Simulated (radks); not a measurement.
Ar10+, 8 electrons, occupied as 1s1 2s2 2p5 (not the ground configuration). Method: scalar-relativistic Kohn-Sham, PBE, spin-polarised, spherical densities, finite nucleus; open shells are filled with parallel spins first; Fermi nuclear charge, rms radius 3.4274 fm; computed with a radial shooting solver on a logarithmic mesh with Libxc functionals.

Unscreened Slater integrals over Kohn-Sham orbitals (eV). They are taken over the spin-up orbitals.

\begin{tabular}{lr}
integral & value \\ \hline
F0(2p,2p) & 74.480 \\
F2(2p,2p) & 35.111 \\
F0(2p,2s) & 68.447 \\
G1(2p,2s) & 39.387 \\
F0(2p,1s) & 102.23 \\
G1(2p,1s) & 17.409 \\
F0(2s,2s) & 64.563 \\
F0(2s,1s) & 90.679 \\
G0(2s,1s) & 8.2143 \\
F0(1s,1s) & 304.83 \\
\end{tabular}

Derived for the open shells (J is the average intra-shell exchange parameter used in DFT+U). 2p: J = F2/5 = 7.022 eV.
